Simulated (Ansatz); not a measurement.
System: Si2H4Cl, charge 0, doublet. Si2H4Cl (SMILES [SiH3][SiH]Cl, doublet).
B3LYP-D3(BJ)/def2-TZVP minimum from Ansatz (a program for electronic structure):
```
Si
H 1 1.4801
H 1 1.4826 2 109.61
H 1 1.4839 2 109.34 3 -119.97
Si 1 2.3444 2 108.55 4 -122.18
H 5 1.4880 1 114.11 2 -178.43
Cl 5 2.0794 6 106.83 1 121.55
```
Charge 0, spin multiplicity 2.

Atomisation energy term by term, kcal/mol (programs: Ansatz). UHF or UKS for unpaired electrons; spin-orbit terms are left out. Correlated methods leave the cores frozen. Rows without X2C or -DK are non-relativistic. CBS(X,Y): correlation extrapolated as X^-3, Hartree-Fock from the larger set. A bracket is a step between two methods taken in the basis named. '+ core + X2C': CCSD(T) terms for core correlation (cc-pwCVTZ, 1s frozen past Ne) and scalar relativity (cc-pVTZ-DK). For partners of very few electrons the exact lower level stands in for a higher one.

```
term                                       basis  kcal/mol
------------------  ----------------------------  --------
Hartree-Fock                         cc-pV(Q+d)Z    351.86
CCSD correlation    CBS(cc-pV(T+d)Z,cc-pV(Q+d)Z)    101.20
(T)                 CBS(cc-pV(T+d)Z,cc-pV(Q+d)Z)      5.64
CCSDT(Q) - CCSD(T)                   cc-pV(D+d)Z      0.46
core correlation                       cc-pwCVTZ     -0.27
scalar relativity                X2C, cc-pVTZ-DK     -1.39
sum: De                                              457.5
```
